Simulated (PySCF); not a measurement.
Cl₂HSi, SMILES Cl[SiH]Cl (connectivity only; charge and spin as stated), charge +1, multiplicity 1. Atoms are numbered in the order given.

```xyz
4

Cl     0.0000    -1.6923     0.3241
Si     0.0000     0.0000    -0.6369
Cl     0.0000     1.6923     0.3241
H      0.0000     0.0000    -2.1037
```
Charge +1, spin multiplicity 1.

Geometry optimised at PBE0-D3(BJ)/def2-TZVP. The multiplicity is an assumed one; other spin states were not compared. The isomer is the one that the SMILES or the coordinates give; other isomers of the formula were not compared.

Computed with PySCF 2.14.0 with PBE0-D3(BJ)/def2-TZVP.

Frequencies are harmonic and unscaled.

| mode | ν (cm⁻¹) | IR (km/mol) | Raman (Å⁴/amu) | depolarisation | moving atoms (share of kinetic energy) |
|---|---|---|---|---|---|
| 1 | 203 | 11.4 | 3.5 | 0.66 | Cl 70 %, Si 29 % |
| 2 | 520 | 16.3 | 1.2 | 0.75 | H 79 %, Si 18 % |
| 3 | 591 | 42.0 | 17.9 | 0.08 | Cl 59 %, Si 39 % |
| 4 | 729 | 43.4 | 9.6 | 0.75 | H 42 %, Si 31 %, Cl 28 % |
| 5 | 813 | 206.7 | 0.3 | 0.75 | H 55 %, Si 36 %, Cl 9 % |
| 6 | 2331 | 2.9 | 131.8 | 0.18 | H 96 % |
